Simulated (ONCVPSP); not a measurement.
B: what ONCVPSP 4.0.1 does with a changed input

Command:

```bash
oncvpsp.x < B.dat > B.out
```

Input:

```
# ATOM AND REFERENCE CONFIGURATION
# atsym  z   nc   nv     iexc    psfile
  B 5.00    1    2  -102130      upf
#
#   n    l    f
    1    0    2.00
    2    0    1.75
    2    1    1.25
#
# PSEUDOPOTENTIAL AND OPTIMIZATION
# lmax
    2
#
#   l,   rc,      ep,       ncon, nbas, qcut
    0    1.10    0.00    4    8    7.10
    1    2.20    0.00    4    7    6.40
    2    0.10    0.06    4    8    5.90
#
# LOCAL POTENTIAL
# lloc, lpopt,  rc(5),   dvloc0
    4    4    1.00    0.00
#
# VANDERBILT-KLEINMAN-BYLANDER PROJECTORs
# l, nproj, debl
    0    2    0.80
    1    1    1.40
    2    2    1.80
#
# MODEL CORE CHARGE
# icmod, fcfact, rcfact
    3    5.00    1.35
#
# LOG DERIVATIVE ANALYSIS
# epsh1, epsh2, depsh
   -2.00    5.00    0.02
#
# OUTPUT GRID
# rlmax, drl
    6.00    0.01
#
# TEST CONFIGURATIONS
# ncnf
    4
# nvcnf
#   n    l    f
    2
    2    0    2.00
    2    1    1.00
#
    2
    2    0    2.00
    2    1    0.00
#
    2
    2    0    1.00
    2    1    0.00
#
    2
    2    0    1.00
    2    1    2.00
#
```

This is an input that runs to its end, with one change: rc of l = 2 set to 0.10 bohr. The unchanged file is no sound one. Note: ghosts flagged at negative energy: s at -118.1 eV; no localised positive-energy state flagged. A true bound ghost makes a file unfit for plane-wave use.

Task: How does the run end?

Result: The program refuses the input: "test_data: rc < rc(lloc) for l = 2. Not allowed.".

```
ONCVPSP  (Optimized Norm-Conservinng Vanderbilt PSeudopotential)
scalar-relativistic version 4.0.1

test_data: rc < rc(lloc) for l = 2.  Not allowed.
ERROR: test_data found   1 ERROR; stopping
```
